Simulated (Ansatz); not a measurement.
Relaxation of ClFH₄O₂SZr (10 atoms, charge 0, multiplicity 1), to a largest force component of 0.03 eV/Å in at most 50 steps.

Level of theory: Ansatz, RHF/def2-SVP.

```xyz
10
Properties=species:S:1:pos:R:3:forces:R:3
Zr -0.801 -0.360 -0.659 -0.05 -0.01 0.12
F -0.197 0.920 2.187 -0.19 -0.14 0.03
O 0.939 -0.959 -0.178 0.00 0.00 -0.01
H 1.831 -1.096 0.090 -0.02 0.00 0.00
O -1.004 1.504 -0.943 0.00 0.00 0.00
H -0.985 2.439 -1.050 0.00 0.00 0.00
Cl -1.342 -1.480 -2.707 0.00 -0.01 -0.01
S -2.524 -1.066 1.078 0.12 0.07 -0.03
H -2.100 -2.328 1.219 0.00 0.01 0.00
H -0.912 0.426 2.464 0.13 0.08 -0.11
```

Question: Where does it end, and by what steps?

Answer: It converged. After 17 steps the energy has fallen by 0.036 eV; F2 moved furthest, 0.36 Å. Joined: Zr1–F2 (3.18 → 2.60 Å).

```
step  energy less start (eV)  largest force component (eV/Å)  accepted
   0                  0.0000                           0.192       yes
   1                  0.0066                           0.333        no
   2                 -0.0086                           0.087       yes
   3                 -0.0061                           0.494        no
   4                 -0.0110                           0.174       yes
   5                 -0.0145                           0.202       yes
   6                 -0.0207                           0.273       yes
   7                 -0.0272                           0.399       yes
   8                 -0.0279                           0.414       yes
   9                 -0.0322                           0.048       yes
  10                 -0.0324                           0.055       yes
  11                 -0.0333                           0.135       yes
  12                 -0.0342                           0.071       yes
  13                 -0.0348                           0.068       yes
  14                 -0.0351                           0.071       yes
  15                 -0.0355                           0.052       yes
  16                 -0.0355                           0.047        no
  17                 -0.0358                           0.022       yes
```

```xyz
10
Properties=species:S:1:pos:R:3
Zr -0.759 -0.263 -0.460
F -0.320 0.819 1.865
O 1.000 -0.905 -0.108
H 1.910 -1.113 0.010
O -0.970 1.574 -0.903
H -0.960 2.485 -1.137
Cl -1.343 -1.443 -2.466
S -2.532 -1.092 1.197
H -2.202 -2.389 1.152
H -0.919 0.327 2.353
```

Whether the end is a true minimum wasn't checked by a vibrational analysis.

Run time: 52 s on 2 threads of Arm Neoverse V2, on a shared host, peak memory 0.31 GiB.
